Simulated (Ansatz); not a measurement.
# Ligand exchange: GaH2Br + C2H6OSi → GaH2(OH) + C2H5BrSi

Species: GaH2Br `[GaH2][Br]`, singlet; C2H6OSi `C=C[SiH2]O`, singlet; GaH2(OH), singlet; C2H5BrSi `C=C[SiH2]Br`, singlet. The partners trade Br for OH: Ga–Br and Si–OH bonds give way to Ga–OH and Si–Br.

Shapes, held fixed at every level: PBE0-D4/def2-TZVP. Flexible molecules stand in one conformer, not always the lowest. Programs: Ansatz 0.2.0. The zero-point and thermal change to 298 K, harmonic and unscaled (PBE0-D4/def2-TZVP), is -0.4 kJ/mol.

| level | kind | ΔH(298 K) (kJ/mol) | less CCSD(T)/def2-TZVPP | CPU time (sum over the molecules) |
| --- | --- | --- | --- | --- |
| HF/def2-TZVPP | Hartree–Fock | +84.1 | +20.9 | – |
| SPW92/def2-TZVPP | LDA | +58.6 | -4.6 | 14 s |
| PBE-D4/def2-TZVPP | GGA | +55.8 | -7.4 | 32 s |
| r2SCAN-D4/def2-TZVPP | meta-GGA | +63.4 | +0.2 | 56 s |
| B3LYP-D4/def2-TZVPP | global hybrid | +65.4 | +2.2 | 54 s |
| CCSD/def2-TZVPP | coupled cluster or CI | +66.5 | +3.3 | – |
| CCSD(T)/def2-TZVPP | coupled cluster or CI | +63.2 | 0.0 | 18 min |

The highest level, CCSD(T)/def2-TZVPP, gives ΔH(298 K) = +63.2 kJ/mol; the levels span +55.8 to +84.1. The column of differences is taken from that level and isn't an error. No measured value is set beside it here. Relativity is left out for Br, Ga. Outer-core shells of Br, Ga are correlated, in sets that cover them unevenly. Times are processor times on shared x86 and Arm servers, and rough.
